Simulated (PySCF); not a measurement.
**C4H12OP2Si: full NMR table**

```yaml
Formula: C4H12OP2Si
SMILES: CP(C)[P@@]1(=O)C[C@H]1[SiH3]
InChI: InChI=1S/C4H12OP2Si/c1-6(2)7(5)3-4(7)8/h4H,3H2,1-2,8H3/t4-,7+/m1/s1
Point_group_of_the_computed_structure: C1
Carbon_signals: 3
Proton_signals: 5
```

Mapped SMILES: `[CH3:1][P:2]([CH3:3])[P@@:4]1(=[O:5])[CH2:6][C@H:7]1[SiH3:8]`; H(Xn) means a hydrogen on atom n. Ha(C6) is cis to Si8 on the ring; Hb(C6) is trans to Si8 on the ring.

All values are calculated (PySCF 2.14): structure optimised with GFN2-xTB, shieldings: GIAO PBE0/pcSseg-1. Single conformer, gas phase, rapidly exchanging positions averaged, relativity neglected.

δ = σ(ref) − σ, references computed at the same level: ¹H, ¹³C, ²⁹Si against TMS; H3PO4 for ³¹P; ¹⁷O vs H2O.

```tsv
carbon	δC, type	δH (multiplicity)	HMBC from (2–3 bonds)	span of the C tensor (ppm)
C1/C3	10.8, CH3	1.50 (m)	H(C1)/H(C3)	27
C6	17.1, CH2	Hb(C6) 2.02 (m); Ha(C6) 0.64 (m)	H(Si8), H(C7)	51
C7	8.1, CH	1.45 (m)	H(Si8), Hb(C6), Ha(C6)	53
```

Other nuclei:
```csv
atoms,nucleus,environment,δ (ppm),σ (ppm)
H(Si8),¹H,hydrogen on a silicon bonded to C,4.00,27.71
P2,³¹P,"phosphorus bonded to 2 C, P",-61.3,379.7
P4,³¹P,"phosphorus bonded to 2 C, O, P, in a 3-membered ring",-61.6,380.0
Si8,²⁹Si,"silicon bonded to C, 3 H",-70.8,420.0
O5,¹⁷O,P=O oxygen,38.9,297.2
```

- δC 17.1, 8.1: three-membered-ring carbon; carbons of three-membered rings are unusually shielded.
- δC 10.8: methyl carbon bonded to P.
- δH 4.00: hydrogen on a silicon bonded to C.
- δH 2.02, 1.45, 0.64: hydrogen on a three-membered-ring carbon.
- δH 1.50: hydrogen on a methyl carbon bonded to P.

Splittings by ³¹P in the carbon and heteronuclear signals aren't shown, as no couplings were computed. Shifts are as computed. Against solution values, carbons near 30 ppm lie about +3 ppm off and those near 130 ppm about +5 ppm. Of 1211 compounds with measured shifts, 218 miss one by over three times the rms of a fit or turn the order of signals round; such compounds aren't used in these exercises. Experimental scales use liquid or dissolved standards, which lie at an offset from isolated H2O (liquid H2O: subtract about 36 ppm) and H3PO4. No couplings were computed; multiplicities are counted from neighbouring protons, with m where these are inequivalent, close in shift, in a saturated or five-membered ring or joined by F or P, and br s for small geminal =CH2 splittings.
